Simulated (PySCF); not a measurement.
Spin-rotation constants: `F[C@H]1OCOCC1(F)F`, C$_{4}$H$_{5}$F$_{3}$O$_{2}$

Molfile (atoms numbered from 1):
```
C4H5F3O2
     RDKit          3D

 14 14  0  0  0  0  0  0  0  0999 V2000
   -0.3369   -1.1817   -1.5886 F   0  0  0  0  0  0  0  0  0  0  0  0
   -0.5544   -1.1517   -0.2271 C   0  0  1  0  0  0  0  0  0  0  0  0
    0.6165   -1.3751    0.4460 O   0  0  0  0  0  0  0  0  0  0  0  0
    1.5568   -0.3266    0.2872 C   0  0  0  0  0  0  0  0  0  0  0  0
    1.0707    0.8942    0.7394 O   0  0  0  0  0  0  0  0  0  0  0  0
   -0.0683    1.3096    0.0236 C   0  0  0  0  0  0  0  0  0  0  0  0
   -1.1544    0.2340    0.1020 C   0  0  0  0  0  0  0  0  0  0  0  0
   -2.1743    0.5136   -0.7465 F   0  0  0  0  0  0  0  0  0  0  0  0
   -1.7100    0.1861    1.3388 F   0  0  0  0  0  0  0  0  0  0  0  0
   -1.2542   -1.9610    0.0133 H   0  0  0  0  0  0  0  0  0  0  0  0
    2.4065   -0.5906    0.9175 H   0  0  0  0  0  0  0  0  0  0  0  0
    1.8574   -0.2631   -0.7739 H   0  0  0  0  0  0  0  0  0  0  0  0
   -0.4166    2.2346    0.4856 H   0  0  0  0  0  0  0  0  0  0  0  0
    0.1606    1.4774   -1.0395 H   0  0  0  0  0  0  0  0  0  0  0  0
  1  2  1  0
  2  3  1  0
  3  4  1  0
  4  5  1  0
  5  6  1  0
  6  7  1  0
  7  8  1  0
  7  9  1  0
  7  2  1  0
  2 10  1  6
  4 11  1  0
  4 12  1  0
  6 13  1  0
  6 14  1  0
M  END
```

Method: GIAO HF/pcSseg-1 magnetisability, rotational g tensor and spin-rotation constants, non-relativistic, gas phase in PySCF. Geometry: GFN2-xTB.

Task: Give the nuclear spin-rotation constants along the inertial axes (H = +C I·J) beside the isotropic shieldings.

Result: Rotational constants 2.2557, 1.7287, 1.3555 GHz. A star marks the isotopologue with that one atom substituted, in its own axes.
```tsv
atom	isotope	Caa (kHz)	Cbb (kHz)	Ccc (kHz)	mean (kHz)	σ (ppm)
F1	19F	0.394	1.174	0.894	0.821	383.4
F8	19F	1.208	1.439	0.853	1.167	355.0
F9	19F	0.966	1.637	1.015	1.206	347.7
H10	1H	-0.172	-0.103	-0.007	-0.094	26.5
H11	1H	0.070	-0.167	-0.109	-0.069	27.1
H12	1H	-0.185	-0.111	-0.001	-0.099	27.2
H13	1H	-0.197	0.052	-0.140	-0.095	27.7
H14	1H	-0.258	-0.135	0.031	-0.121	28.2
C2	13C*	0.567	0.435	0.318	0.440	97.1
O3	17O*	-0.283	-0.187	-0.168	-0.212	250.4
C4	13C*	0.537	0.363	0.297	0.399	112.7
O5	17O*	-0.236	-0.095	-0.091	-0.141	303.3
C6	13C*	0.372	0.378	0.285	0.345	129.8
C7	13C*	0.632	0.427	0.324	0.461	90.6
```
For the geometry as given, no vibrational averaging.
